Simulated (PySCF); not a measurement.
Match the calculated data to a structure.

All candidates are C9H14.

* Rotational structure: rotational constants A, B, C: 3.534, 1.096, 0.958 GHz [GFN2-xTB]
* 13C NMR: chemical shifts (computed TMS as zero) by class: 150.8 (1 C), 111.6 (1 C), 31.3 (2 C), 28.1 (2 C), 27.9 (1 C), 25.1 (2 C) ppm [GIAO PBE0/pcSseg-1]
* 1H NMR: chemical shifts (computed TMS as zero) by class: 6.90 (1 H), 4.97 (1 H), 4.74 (1 H), 1.99 (2 H), 1.76 (2 H), 1.26 (2 H), 1.14 (2 H), 1.12 (2 H), 0.70 (1 H) ppm [GIAO PBE0/pcSseg-1]
* Dipole: 0.81 D [PBE0/pcSseg-1]

Electronic properties: PySCF, gas phase, density fitting. Levels stand in brackets. One conformer (not necessarily the lowest) at the GFN2-xTB geometry, without solvent, vibrations or thermal averaging. NMR values are class means; diastereotopic atoms form classes of their own.

Problem. Which candidate is it?
A. `C=C(C)C=C1CC(C)C1`
B. `CCC1=CC=CC1(C)C`
C. `C=C[C@@H]1[C@H]2CCCC[C@@H]12`

Solution. C. It is `C=C[C@@H]1[C@H]2CCCC[C@@H]12`. Numbering: `[CH2:1]=[CH:2][C@@H:3]1[C@H:4]2[CH2:5][CH2:6][CH2:7][CH2:8][C@@H:9]12`. Its formula, C9H14, gives 3 degrees of unsaturation: 2 rings and 1 π bond in the structure found. 9 carbons fall into 6 classes; from least to most shielded: alkene CH carbon [C2] (150.8 ppm), terminal =CH2 carbon [C1] (111.6 ppm), sp3 carbon at a ring junction [C4/C9] (31.3 ppm, 2 C), ring CH2 carbon [C5/C8] (28.1 ppm, 2 C), allylic carbon [C3] (27.9 ppm), ring CH2 carbon [C6/C7] (25.1 ppm, 2 C, up to 2.7 ppm apart in this geometry). Hydrogen classes from least to most shielded: 1 H on an alkene CH carbon, C2 (6.90 ppm), 1 H on a terminal =CH2 carbon, C1 (4.97 ppm), 1 H on a terminal =CH2 carbon, C1 (4.74 ppm), 2 H on 2 ring CH2 carbons, C5/C8 (1.99 ppm), 2 H on 2 ring CH2 carbons, C5/C8 (1.76 ppm, a mean of values up to 0.7 ppm apart in this geometry), 2 H on 2 ring CH2 carbons, C6/C7 (1.26 ppm), 2 H on 2 like atoms (sp3 carbon at a ring junction), C4/C9 (1.14 ppm), 2 H on 2 ring CH2 carbons, C6/C7 (1.12 ppm, a mean of values up to 0.5 ppm apart in this geometry), 1 H on an allylic carbon, C3 (0.70 ppm). The optimised geometry has point group C1 and is an asymmetric top.

The others, at the same levels:
- `C=C(C)C=C1CC(C)C1` fails: it has 9 carbon classes against 6; its computed 13C shifts are 151.0 (1 C), 145.9 (1 C), 135.4 (1 C), 120.2 (1 C), 40.4 (1 C), 40.1 (1 C), 26.4 (1 C), 24.6 (1 C), 23.3 (1 C) ppm, 1H shifts are 6.15 (1 H), 5.05 (1 H), 4.97 (1 H), 3.28 (1 H), 3.04 (1 H), 2.58 (1 H), 2.38 (1 H), 2.38 (1 H), 1.97 (3 H), 1.16 (3 H) ppm and rotational constant A is 4.227 GHz (against 3.534 GHz).
- `CCC1=CC=CC1(C)C` fails: it has 8 carbon classes against 6; its computed 13C shifts are 170.3 (1 C), 155.4 (1 C), 135.9 (1 C), 128.1 (1 C), 55.9 (1 C), 24.4 (2 C), 23.7 (1 C), 13.0 (1 C) ppm, 1H shifts are 6.56 (1 H), 6.54 (1 H), 6.11 (1 H), 2.22 (2 H), 1.35 (3 H), 1.10 (6 H) ppm and rotational constant A is 2.339 GHz (against 3.534 GHz).

Each candidate is one conformer, not necessarily the lowest. The conformers computed, where there is a choice (atom-mapped SMILES and torsion angles):
- `[CH2:1]=[C:2]([CH3:3])[CH:4]=[C:5]1[CH2:6][CH:7]([CH3:8])[CH2:9]1`: C1–C2–C4–C5 179°
- `[CH3:1][CH2:2][C:3]1=[CH:4][CH:5]=[CH:6][C:7]1([CH3:8])[CH3:9]`: C1–C2–C3–C4 0°

The conformers of `C=C[C@@H]1[C@H]2CCCC[C@@H]12` aren't listed.
